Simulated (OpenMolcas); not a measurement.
N II: the spin-orbit constant, worked from levels

```
Program             : OpenMolcas 26.06
Basis               : ANO-R1 [3s2p1d]
Scalar Hamiltonian  : X2C, finite nucleus
Active space        : 4 electrons in 4 orbitals (2s 2p)
State averaging     : 2S+1 = 3 even, 6 roots; 2S+1 = 1 even, 6 roots; 2S+1 = 5 odd, 1 root; 2S+1 = 3 odd, 9 roots; 2S+1 = 1 odd, 8 roots
Spin-orbit coupling : RASSI with atomic mean-field integrals over the reference wave functions, term energies averaged over their components
```

Methods: CASSCF; MS-CASPT2, IPEA 0.25 Eh, imaginary shift 0.1 Eh (closed shells correlated: 1s). Measured levels: NIST Handbook of Basic Atomic Spectroscopic Data.

**The spin-orbit constant.** For the Hund term ³P of p2, E(J) = (A/2) J(J+1) + constant and ζ = 2S·A = 2A. From J = 0 to J = 2 the energy changes by 3 A.

| Source | E(2) - E(0) | A | ζ |
| --- | --- | --- | --- |
| CASSCF | 130.1 | 43.4 | 87 |
| MS-CASPT2 | 130.5 | 43.5 | 87 |
| measured | 130.8 | 43.6 | 87 |

All in cm-1. MS-CASPT2 is off by -0.2 % and CASSCF by -0.5 %. Both methods take the spin-orbit matrix elements from the reference wave functions, so the second can move ζ only through the term energies and any multistate remixing. Second-order mixing with other terms is absorbed into this ζ.

Without dynamic correlation excited terms often stand tens of per cent too high (terms of higher spin than the ground term too low), and those without a measured partner can miss by more than the paired ones (holds for CASSCF). Measured partners are found by configuration, term and J. A level has none where our copy of the source lacks it or the pairing is in doubt (some pairs that miss far off the trend of their configuration count as doubtful), and it then counts in no deviation. Only configurations of the active space appear.
